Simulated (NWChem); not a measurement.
Species: C3H2F2; SMILES FC=C=CF

Results from NWChem. Medium grid unless said otherwise, to which SCAN and Minnesota functionals are sensitive. All runs use the structure optimised with PBE0/def2-SVP. Total energies of different functionals are on different scales.

```tsv
level	energy (Ha)	highest occupied level (eV)	orbital gap (eV)	dipole (D)
B3LYP/def2-SVP	-314.8748	-7.70	7.20	1.57
PBE/def2-SVP	-314.5450	-6.61	5.35	1.39
BHandHLYP/def2-SVP	-314.7220	-9.18	10.00	1.80
MPW1K/def2-SVP	-314.7634	-9.01	9.36	1.77
HCTH/407/def2-SVP	-314.8139	-6.82	5.40	1.44
TPSSh/def2-SVP	-314.8774	-7.22	6.49	1.55
r2SCAN/def2-SVP	-314.7174	-6.96	5.82	1.55
```
